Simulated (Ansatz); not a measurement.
Reaction (redistribution): `NB(F)Br` + `[SiH3][SiH](Br)Br` → `FB(Br)Br` + `N[SiH]([SiH3])Br`

Program: Ansatz. Geometries: PBE0-D4/def2-TZVP. ΔE: electronic, gas phase. CCSD(T)/CBS adds triple-zeta CCSD(T) − MP2 to the extrapolated MP2 energy (def2 sets, frozen cores). DFT in def2-TZVPP. For Br outer-core shells are correlated without core-valence functions, which leaves a few kJ/mol of doubt a bond. Scalar relativity is left out up to krypton. Each species was taken in one conformer, which may not be the lowest.

Question: Is it downhill or uphill in electronic energy at CCSD(T)/CBS, and by how much? (Estimate.)

Answer: The calculation gave: Uphill: ΔE = +91.3 kJ/mol.

Question: What do these levels give: revPBE-D4, r2SCAN-D4, r2SCAN0-D4, CAM-B3LYP-D4, B2PLYP, r2SCANh, r2SCAN0, CAM-B3LYP, CCSD/def2-SVP, SCS-MP2/def2-TZVPP, CCSD(T)/def2-TZVPP, CCSD/CBS(def2)? (An estimate is asked.)

Answer: Ansatz gave: revPBE-D4 87.5, r2SCAN-D4 91.3, r2SCAN0-D4 95.5, CAM-B3LYP-D4 94.2, B2PLYP 91.4, r2SCANh 93.1, r2SCAN0 95.6, CAM-B3LYP 94.1, CCSD/def2-SVP 98.8, SCS-MP2/def2-TZVPP 88.9, CCSD(T)/def2-TZVPP 88.3, CCSD/CBS(def2) 93.7 kJ/mol.

Largest T1 diagnostic among the species: 0.010.

At CCSD(T), def2-SVP lies +5.2 kJ/mol from the extrapolated value and def2-TZVPP −3.0 kJ/mol. From PBE to PBE0 (25 % exact exchange), in def2-TZVPP and without D4, ΔE moves by +5.0 kJ/mol.
